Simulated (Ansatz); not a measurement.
Basis-set extrapolation for `C[S][AlH][CH2]F` (PBE0-D4/def2-TZVP geometry, frozen core, Ansatz 0.2.0). Multiplicity 1, RHF reference.

```tsv
	def2-TZVPP	def2-QZVPP
HF	-818.231131	-818.257439
MP2 correlation	-0.848736	-0.917781
CCSD(T) correlation	-0.933498	not run
```

Energies in hartree. Use E(X) = E(∞) + A·exp(−7.88·√X) for Hartree–Fock and E(X) = E(∞) + B·X^(−2.97) for correlation, with X = 3 and 4, and add CCSD(T) minus MP2 of the smaller set to the MP2 limit.

Task: What is the CCSD(T) energy at the basis-set limit?

Result: HF limit: -818.257439 + (-0.026308) × 0.13774 = -818.26106. MP2 limit: -0.917781 + (-0.069045) × 0.74074 = -0.96893. Higher-order term: -0.933498 − (-0.848736) = -0.08476. Total: -819.31475 hartree, 4.09 eV below CCSD(T)/def2-TZVPP.
